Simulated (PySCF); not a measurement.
## Electronic structure of Mn²⁺ (manganese, charge +2) at the PBE0 level

Configuration: [Ar] 3d5, high-spin 6S determinant. All numbers are calculated (PySCF 2.14, the non-relativistic Hamiltonian (point nucleus), in def2-SVP (5s3p2d1f, 31 functions)).

| Property | Result |
| --- | --- |
| Total energy | -1149.776 hartree |
| One-electron energy | -1568.589 hartree |
| Hartree (Coulomb) energy | 470.319 hartree |
| Exchange-correlation energy | -51.507 hartree |
| Kinetic energy | 1148.31447 hartree |
| ⟨S²⟩ | 8.7501 |
| ⟨L²⟩ | 0.000 |
| Sum of ⟨r⟩ | 14.93 bohr |
| Sum of ⟨r²⟩ | 16.07 bohr² |
| Density at the nucleus (Gaussians lack the cusp) | 9920 bohr⁻³ |
| Spin density at the nucleus | 0.0783 bohr⁻³ |
| Langevin diamagnetic susceptibility | -12.7 ×10⁻⁶ cm³/mol |
| Time after the integrals | 0.44 s of wall time on 1 thread of Neoverse-V1 (shared host) |

```csv
shell,electrons,mean orbital energy (hartree),"rms radius, mean of both spins (bohr)"
1s α,1,-236.45370,0.0713
1s β,1,-236.45304,0.0713
2s α,1,-28.15757,0.306
2s β,1,-28.06638,0.306
2p α,3,-24.20221,0.275
2p β,3,-24.12536,0.275
3s α,1,-4.03126,0.925
3s β,1,-3.78680,0.925
3p α,3,-2.88571,0.990
3p β,3,-2.62126,0.990
3d α,5,-1.04619,1.25
```
